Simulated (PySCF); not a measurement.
Geometry:
```tsv
atom	x (Å)	y (Å)	z (Å)
O1	-0.361	-2.968	0.330
C2	-0.818	-1.879	0.134
C3	-0.084	-0.601	0.344
C4	1.179	-0.641	0.805
C5	1.982	0.600	1.013
F6	1.444	1.430	1.922
F7	2.115	1.321	-0.117
F8	3.223	0.327	1.435
O9	-0.712	0.536	0.104
Si10	-1.755	1.170	-0.993
H11	-1.849	-1.724	-0.230
H12	1.653	-1.582	1.026
H13	-1.053	1.252	-2.270
H14	-2.021	2.432	-0.329
H15	-2.948	0.334	-1.140
```

[PySCF: shieldings: GIAO PBE0/pcSseg-1; GFN2-xTB geometry; non-relativistic; one averaged value for each set of equivalent atoms; one computed conformer; no solvent]

δ = σ(ref) − σ, references computed at the same level: TMS for ¹³C (186.93 ppm) and ¹H (31.72 ppm) and ²⁹Si (349.16 ppm); H2O for ¹⁷O (336.08 ppm); ¹⁹F (170.95 ppm) vs CFCl3.

```json
{"atoms": "Si10", "nucleus": "²⁹Si", "count": "1", "δ (ppm)": "-37.4"}
{"atoms": "C2", "nucleus": "¹³C", "count": "1", "δ (ppm)": "?"}
{"atoms": "H11", "nucleus": "¹H", "count": "1", "δ (ppm)": "9.93"}
{"atoms": "C4", "nucleus": "¹³C", "count": "1", "δ (ppm)": "115.5"}
{"atoms": "C3", "nucleus": "¹³C", "count": "1", "δ (ppm)": "158.1"}
{"atoms": "H12", "nucleus": "¹H", "count": "1", "δ (ppm)": "?"}
{"atoms": "F6/F7/F8", "nucleus": "¹⁹F", "count": "3", "δ (ppm)": "-74.3"}
{"atoms": "H13/H14/H15", "nucleus": "¹H", "count": "3", "δ (ppm)": "5.40"}
{"atoms": "C5", "nucleus": "¹³C", "count": "1", "δ (ppm)": "?"}
{"atoms": "O1", "nucleus": "¹⁷O", "count": "1", "δ (ppm)": "687.3"}
{"atoms": "O9", "nucleus": "¹⁷O", "count": "1", "δ (ppm)": "89.5"}
```

Task: Complete the table.

Result: 
- C2: 190.5 ppm, aldehyde carbonyl carbon; low-lying n→π* states of the double bond to the heteroatom give a large paramagnetic term (-251 ppm)
- C5: 132.7 ppm, CF3 carbon; 3 electronegative neighbours deshield it
- H12: 6.29 ppm, hydrogen on a β carbon of a C=C–C=O unit; a vinylic proton, deshielded by the sp2 carbon and the C=C anisotropy

Shifts are as computed. Against solution values, carbons near 30 ppm lie about +3 ppm off and those near 130 ppm about +5 ppm. Of 1211 compounds with measured shifts, 218 miss one by over three times the rms of a fit or turn the order of signals round; such compounds aren't used in these exercises. Unscaled 19F shifts against computed CFCl3 carry errors that often reach 10 to 50 ppm. Unscaled 17O shifts of doubly bonded oxygen tend to come out too high, by tens of ppm or more. Experimental scales use liquid or dissolved standards, which lie at an offset from isolated H2O (liquid H2O: subtract about 36 ppm).
